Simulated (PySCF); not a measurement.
Computed shifts of a molecule C₃H₆O₂Si, PBE/pcSseg-1 (PySCF), GIAO, gas phase, atoms alike by connectivity averaged where their shifts nearly agree, in ppm (number of nuclei): ¹³C: 179.8 (1), 152.3 (1), 112.0 (1). ²⁹Si: -89.1 (1). ¹H: 6.97 (1), 6.59 (1), 5.25 (1), 4.45 (3). References: ¹³C against TMS (σ = 182.0 ppm); ¹⁷O against H2O (σ = 334.3 ppm); ²⁹Si against TMS (σ = 335.4 ppm); ¹H against TMS (σ = 31.49 ppm), references at their B3LYP-D3(BJ)/def2-TZVP geometries, non-relativistic. Geometry: PBE0-D3(BJ)/def2-SVP. The values are those of a single conformer.

### Question
Which molecule gave these data?
(A) C=CC(=O)[SiH2]O
(B) [SiH3]OC1=CCO1
(C) C[Si@@]1(O)C=CO1
(D) C=COC(=O)[SiH3]

### Answer
D, C=COC(=O)[SiH3]
